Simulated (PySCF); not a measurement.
## AsC: mean field, correlation and small terms against distance

State: ²Σ⁺, doublet, unpaired electrons σ ↑. ROHF-based CCSD(T) in PySCF 2.14 with As cc-pwCVDZ-PP with ECP10, C aug-cc-pVDZ and As cc-pwCVTZ-PP with ECP10, C aug-cc-pVTZ (frozen core orbitals: 5; scalar-relativistic core potentials). Correlation energies are extrapolated as n⁻³ (n = 2, 3), Hartree–Fock as (n+1)·exp(−9√n). All energies in eV from As + C.

```json
{"R (Å)": "1.4723", "HF/CBS": "-0.145", "CCSD corr.": "-2.699", "(T)": "-0.3872", "total": "-3.231"}
{"R (Å)": "1.5393", "HF/CBS": "-0.769", "CCSD corr.": "-2.772", "(T)": "-0.4250", "total": "-3.966"}
{"R (Å)": "1.6062", "HF/CBS": "-1.011", "CCSD corr.": "-2.863", "(T)": "-0.4663", "total": "-4.340"}
{"R (Å)": "1.6731", "HF/CBS": "-0.979", "CCSD corr.": "-2.965", "(T)": "-0.5106", "total": "-4.454"}
{"R (Å)": "1.7400", "HF/CBS": "-0.754", "CCSD corr.": "-3.074", "(T)": "-0.5576", "total": "-4.385"}
{"R (Å)": "1.8237", "HF/CBS": "-0.295", "CCSD corr.": "-3.211", "(T)": "-0.6194", "total": "-4.125"}
{"R (Å)": "1.9073", "HF/CBS": "0.278", "CCSD corr.": "-3.342", "(T)": "-0.6842", "total": "-3.748"}
```

A fit to the total gives Re = 1.6773 Å, De = 4.455 eV, ωe = 1022.5 cm⁻¹, Be = 0.5793 cm⁻¹ (masses 74.9216 and 12.0000 u).

**Question.** At R = 1.6731 Å the CCSD correlation energy is -0.487393 hartree in the smaller basis and -0.721073 in the larger. Extrapolate it.

**Answer.** (3³·E3 − 2³·E2)/(3³ − 2³) = -0.81946 hartree; the larger basis holds 88.0 % of it.

The T1 diagnostic is 0.030. The state was picked by a PBE0 search and need not be the measured ground state. Spin–orbit coupling, excitations beyond (T) and corrections to the Born–Oppenheimer picture are left out.
